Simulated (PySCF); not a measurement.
Species: `CCC[Se@@](C)=O`. The columns A, B, C and D hold Mulliken, IAO, Hirshfeld and ESP-fitted charges (e) of one PBE0/pcSseg-1 density (PySCF), in a shuffled order. Coordinates in Å (PBE0-D3(BJ)/def2-SVP); the density's dipole moment is (-0.51, -3.82, -1.42) D.

```json
{"atom": "C1", "x": "3.152", "y": "0.081", "z": "-0.393", "A": "-0.296", "B": "-0.412", "C": "-0.117", "D": "-0.332"}
{"atom": "C2", "x": "2.255", "y": "-0.270", "z": "0.784", "A": "-0.269", "B": "-0.254", "C": "-0.071", "D": "+0.163"}
{"atom": "C3", "x": "0.884", "y": "-0.784", "z": "0.385", "A": "-0.322", "B": "-0.419", "C": "-0.092", "D": "-0.388"}
{"atom": "Se4", "x": "-0.165", "y": "0.703", "z": "-0.388", "A": "+0.576", "B": "+1.116", "C": "+0.411", "D": "+0.374"}
{"atom": "C5", "x": "-1.889", "y": "-0.108", "z": "0.034", "A": "-0.365", "B": "-0.602", "C": "-0.143", "D": "-0.587"}
{"atom": "O6", "x": "0.020", "y": "1.892", "z": "0.734", "A": "-0.726", "B": "-0.912", "C": "-0.416", "D": "-0.472"}
{"atom": "H7", "x": "3.311", "y": "-0.785", "z": "-1.056", "A": "+0.109", "B": "+0.131", "C": "+0.036", "D": "+0.081"}
{"atom": "H8", "x": "4.139", "y": "0.424", "z": "-0.049", "A": "+0.128", "B": "+0.146", "C": "+0.046", "D": "+0.099"}
{"atom": "H9", "x": "2.723", "y": "0.894", "z": "-1.001", "A": "+0.129", "B": "+0.136", "C": "+0.033", "D": "+0.088"}
{"atom": "H10", "x": "2.098", "y": "0.619", "z": "1.418", "A": "+0.156", "B": "+0.158", "C": "+0.036", "D": "+0.039"}
{"atom": "H11", "x": "2.740", "y": "-1.032", "z": "1.417", "A": "+0.132", "B": "+0.140", "C": "+0.043", "D": "+0.011"}
{"atom": "H12", "x": "0.924", "y": "-1.593", "z": "-0.364", "A": "+0.141", "B": "+0.140", "C": "+0.038", "D": "+0.159"}
{"atom": "H13", "x": "0.313", "y": "-1.129", "z": "1.260", "A": "+0.150", "B": "+0.146", "C": "+0.044", "D": "+0.156"}
{"atom": "H14", "x": "-1.964", "y": "-1.105", "z": "-0.424", "A": "+0.140", "B": "+0.155", "C": "+0.049", "D": "+0.179"}
{"atom": "H15", "x": "-1.952", "y": "-0.162", "z": "1.129", "A": "+0.155", "B": "+0.163", "C": "+0.051", "D": "+0.203"}
{"atom": "H16", "x": "-2.675", "y": "0.552", "z": "-0.355", "A": "+0.161", "B": "+0.167", "C": "+0.052", "D": "+0.227"}
```

**Question.** Which column most likely holds the ESP-fitted charges?

**Answer.** D. Σ q r misses the density's dipole by 0.04 D (D), 1.34 D (C), 2.09 D (A), 3.43 D (B). Charges fitted to the outside potential are the only set here that is tied to the molecule's multipoles.

**Question.** And the Hirshfeld charges?

**Answer.** C. The mean sizes are 0.105 e (C), 0.222 e (D), 0.247 e (A), 0.325 e (B), and Hirshfeld charges are commonly the smallest of these schemes.

As computed, A = Mulliken, B = IAO, C = Hirshfeld, D = ESP-fitted. Hydrogens on carbon: Mulliken +0.11 to +0.16, IAO +0.13 to +0.17, Hirshfeld +0.03 to +0.05, ESP-fitted +0.01 to +0.23 e.

The ESP scheme fits charges at the nuclei, held to the total charge, to the electrostatic potential on points at 1.4 to 2.0 times the van der Waals radii. The IAO scheme counts the electrons in orthogonalised intrinsic atomic orbitals, a minimal basis polarised so that it spans the occupied orbitals exactly.

Geometry: PBE0-D3(BJ)/def2-SVP, one conformer, isolated molecule. The calculation is non-relativistic, for selenium too.

Conformer computed: `[CH3:1][CH2:2][CH2:3][Se@@:4]([CH3:5])=[O:6]`: C1–C2–C3–Se4 -70°, C2–C3–Se4–C5 -156°.
